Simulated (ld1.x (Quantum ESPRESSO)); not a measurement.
## How hard is this silicon (Si) TM potential?

silicon (Si), norm-conserving Troullier–Martins (Kleinman–Bylander form), made with ld1.x (Quantum ESPRESSO) 7.5 (PBE, scalar-relativistic). Core [Ne], reference 3s2 3p2. Waves: 3s (bound): rc 1.80 bohr; 3p (bound): rc 2.40 bohr; 3d channel at -0.15 Ry: rc 2.55 bohr. Local part: all-electron potential smoothed inside 2.20 bohr (lloc = -1). Core correction: Bessel-smoothed model core inside 0.85 bohr.

The pseudo-atom Hamiltonian at the reference potential is diagonalised in spherical Bessel functions j_l(qr) that vanish at 20 bohr, with q² up to the cutoff. All-electron valence levels (Ry): 3s -0.7947, 3p -0.3000.

How do the lowest levels (Ry) of each channel move with the cutoff, and are there ghosts?

| cutoff (Ry) | s #1 | p #1 | p #2 | d #1 | f #1 | Σ f·Δε (mRy) |
| --- | --- | --- | --- | --- | --- | --- |
| 8 | -0.7674 | -0.2996 | 0.0244 | 0.0549 | 0.1093 | 55.3 |
| 10 | -0.7814 | -0.2997 | 0.0244 | 0.0548 | 0.1093 | 27.4 |
| 15 | -0.7915 | -0.2999 | 0.0244 | 0.0547 | 0.1093 | 6.6 |
| 18 | -0.7922 | -0.2999 | 0.0244 | 0.0546 | 0.1093 | 5.2 |
| 25 | -0.7926 | -0.3000 | 0.0244 | 0.0546 | 0.1093 | 4.3 |
| 30 | -0.7935 | -0.3000 | 0.0244 | 0.0546 | 0.1093 | 2.4 |
| 40 | -0.7946 | -0.3000 | 0.0244 | 0.0546 | 0.1093 | 0.3 |
| 45 | -0.7946 | -0.3000 | 0.0244 | 0.0546 | 0.1093 | 0.2 |
| 400 | -0.7947 | -0.3000 | 0.0244 | 0.0546 | 0.1093 | 0.0 |

Result: no extra level below or beside the all-electron valence levels (s, p, d, f tested); 10 mRy is reached at 15 Ry and 1 mRy at 35 Ry.
